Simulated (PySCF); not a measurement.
## Radiative rates from a computed spectrum

Species: C5H11PS.
Atom-mapped SMILES: `[CH3:1][C@@H:2]1[CH2:3][CH2:4][P@H:5](=[S:6])[CH2:7]1` (hydrogens: H8, H9, H10 on C1; H11 on C2; H12, H13 on C3; H14, H15 on C4; H16 on P5; H17, H18 on C7)

Level of theory: TDDFT wB97X-D/def2-SVPD, vertical, gas phase, core orbitals frozen in the response (PySCF 2.14.0, density-fitted response routines). Geometry: GFN2-xTB, one conformer, isolated molecule.

Computed singlets with f of 0.002 or more:

| state | λ (nm) | f |
| --- | --- | --- |
| S2 | 208.0 | 0.019 |
| S3 | 205.2 | 0.023 |
| S4 | 203.8 | 0.013 |
| S5 | 199.9 | 0.015 |
| S6 | 188.6 | 0.152 |
| S7 | 180.7 | 0.049 |
| S8 | 178.1 | 0.104 |

Question: Turn these into Einstein A coefficients, radiative lifetimes, transition dipoles and integrated cross-sections.

Answer: Relations used (vacuum, state to state): A = 0.6670 f ν̃² s⁻¹ (ν̃ in cm⁻¹); τ = 1/A; f = (2/3) ΔE |μ|² in atomic units; ∫σ dE = 109.76 f Mb·eV.

```tsv
state	A (s⁻¹)	τ	|μ| (D)	∫σ dE (Mb·eV)
S2	2.9×10⁷	34 ns	0.91	2.1
S3	3.6×10⁷	27 ns	1.00	2.5
S4	2.0×10⁷	49 ns	0.74	1.4
S5	2.4×10⁷	41 ns	0.79	1.6
S6	2.8×10⁸	3.5 ns	2.47	17
S7	1.0×10⁸	10 ns	1.37	5.4
S8	2.2×10⁸	4.6 ns	1.99	11
```

Leading configurations: S2 H-1→L+2 (60%); S3 H→L+2 (45%); S4 H-1→L (38%); S5 H-1→L+1 (27%); S6 H→L+1 (20%); S7 H→L+4 (50%); S8 H-1→L+4 (36%) (H = HOMO, L = LUMO).

These lifetimes count emission to the ground state at the vertical energy alone; relaxation of the geometry and all other decay channels are left out.

Question: What is the integrated cross-section of all computed states together?

Answer: Σf = 0.376 over S1 to S8, so 109.76 × Σf ≈ 41.3 Mb·eV.

Question: How much energy does a mole of photons resonant with S6 carry?

Answer: 6.574 eV × 96.485 = 634 kJ/mol (152 kcal/mol).

Question: Suppose S2 emitted 0.3 eV lower with the same transition dipole. How would A change?

Answer: At fixed |μ|, A goes as the cube of the energy: (5.66/5.96)³ = 0.86, which makes τ about 40 ns.
